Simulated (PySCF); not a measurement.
F3In, singlet, at a GFN2-xTB geometry (such geometries of metal compounds can be far from the true shape) (all electrons, no relativity). Base run: B3LYP/3-21G (PySCF).

Geometry (Å):
```xyz
4

In     0.0000     0.0000     0.0000
F     -1.6777    -1.0203     0.0303
F      0.0152     1.8450    -0.6726
F      1.6625    -0.8247     0.6424
```
All else is at PySCF's defaults.
Base energy -6015.20001 Eh.

Each row names what was changed in the base input (with any setting that the change needs).

```tsv
change	ΔE vs base (mEh)	grid points	electrons on the grid
base	0.000	64664	76.00002
grids.atom_grid = (99, 590)	0.008	124552	76.00001
grids.radi_method = gauss_chebyshev	-0.001	62632	76.00002
grids.atom_grid = (75, 302)	-0.016	56080	76.00001
grids.becke_scheme = stratmann	0.011	64664	75.99999
grids.prune = off	0.000	109184	76.00002
small_rho_cutoff = 0	0.000	64664	76.00002
grids.radi_method = delley	0.005	66232	76.00002
grids.atom_grid = (30, 110)	150.5	9808	75.98692
grids.level = 2	-0.008	48856	76.00001
grids.level = 4	0.008	118640	76.00001
```
